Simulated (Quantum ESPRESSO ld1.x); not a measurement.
Question: All-electron atom: Bi45+ in [Kr] 4d2. Method: scalar-relativistic Kohn-Sham, LDA (Slater exchange, VWN5 correlation), spin-polarised, spherical densities, point nucleus; open shells are filled with parallel spins first; computed with ld1.x of Quantum ESPRESSO 7.5. Some entries of the table are withheld. Estimate them.

| orbital | occ. | eigenvalue (Ry) | <r> (bohr) |
|---|---|---|---|
| 1s up | 1 | -6822.06 | 0.01579 |
| 1s down | 1 | -6822.05 | 0.01579 |
| 2s up | 1 | -1358.62 | 0.06646 |
| 2s down | 1 | -1358.42 | 0.06646 |
| 2p up | 3 | -1185.84 | 0.06052 |
| 2p down | 3 | -1185.67 | 0.06051 |
| 3s up | 1 | -445.418 | 0.1698 |
| 3s down | 1 | -445.281 | 0.1698 |
| 3p up | 3 | -395.837 | 0.1713 |
| 3p down | 3 | -395.691 | 0.1713 |
| 3d up | 5 | -347.429 | 0.1546 |
| 3d down | 5 | -347.248 | 0.1546 |
| 4s up | 1 | -204.571 | 0.3430 |
| 4s down | 1 | -204.085 | 0.3431 |
| 4p up | 3 | -186.285 | (1) |
| 4p down | 3 | -185.806 | (2) |
| 4d up | 2 | (3) | 0.3530 |
| 4d down | 0 | (4) | 0.3531 |

Answer: 
(1) 4p up <r> (bohr): 0.3556
(2) 4p down <r> (bohr): 0.3557
(3) 4d up eigenvalue (Ry): -167.194
(4) 4d down eigenvalue (Ry): -166.714
